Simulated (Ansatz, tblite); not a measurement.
Cost and result up the ladder for [CoI(H2O)5]2+ (CoIO5H10²⁺) (17 atoms). Charge 2, multiplicity 1. Geometry: r2SCAN-D4/def2-SVP.

```xyz
17

Co    0.1871   -0.0183   -0.1396
I     2.2041   -0.2235   -1.6288
O    -1.4371    0.1202    1.0744
H    -2.3682    0.0491    0.8022
H    -1.4242    0.3831    2.0107
O    -1.0339   -0.4236   -1.5708
H    -1.2472   -1.3764   -1.6323
H    -0.7571   -0.1655   -2.4732
O     1.2506    0.4082    1.4071
H     1.4061    1.3677    1.5174
H     2.1367   -0.0026    1.4638
O     0.0744    1.8694   -0.4853
H    -0.8077    2.2817   -0.5537
H     0.6453    2.2589   -1.1779
O     0.2309   -1.8984    0.2558
H     1.0013   -2.4391   -0.0100
H    -0.0610   -2.1908    1.1401
```

Ansatz on 2 threads of AMD EPYC 7R13 on a shared host and a share (18 GiB) of an NVIDIA H100 80GB HBM3; xTB runs through tblite on one thread. Times are rough, summed over both states, and most runs start from the orbitals of an earlier one. No level here is sound enough to serve as a yardstick. The other state is a doublet.

In the def2 sets I takes a core potential; there is no spin–orbit coupling. The xTB rows come from tblite. HOMO above LUMO, or a gap near zero within one spin, warns that the state may not be the lowest or that an electron is smeared out. The order of the spin states hangs on the level: the triplet lies 1.00 eV below the singlet at PBE0-D4/def2-TZVP, but 0.31 eV above it at PBE-D4/def2-TZVP. The triplet is doubtful at PBE0-D4/def2-TZVP (⟨S²⟩ 3.00, where a pure state has 2.00). The triplet is doubtful at PBE-D4/def2-TZVP (⟨S²⟩ 2.89, where a pure state has 2.00).

Run but left out: LDA (SPW92)/def2-TZVP (charge +3 doublet: an occupied level 0.08 eV above an empty one); BHLYP-D4/def2-TZVP (singlet: restricted singlet, unstable in another Hartree–Fock run and untested here).

Raw xTB energies of ions are shifted by several eV.

| level | functions | wall time | vertical IE (eV) | remarks |
| --- | --- | --- | --- | --- |
| GFN2-xTB | 48 | 0.024 s | 21.75 | – |
| GFN1-xTB | 58 | 0.032 s | 23.57 | – |
| PBE-D4/def2-TZVP | 310 | 15 s | 17.12 | gap within one spin near zero (+3 doublet), restricted SCF unstable in HF (+2 singlet) |
| PBE0-D4/def2-TZVP (with forces) | 310 | 16 s | 17.34 | restricted SCF unstable in HF (+2 singlet) |
| r2SCAN-D4/def2-TZVP | 310 | 18 s | 17.25 | restricted SCF unstable in HF (+2 singlet), spin-contaminated (⟨S²⟩ 0.89) (+3 doublet) |
| CAM-B3LYP-D4/def2-TZVP (with forces) | 310 | 30 s | 17.41 | restricted SCF unstable in HF (+2 singlet) |
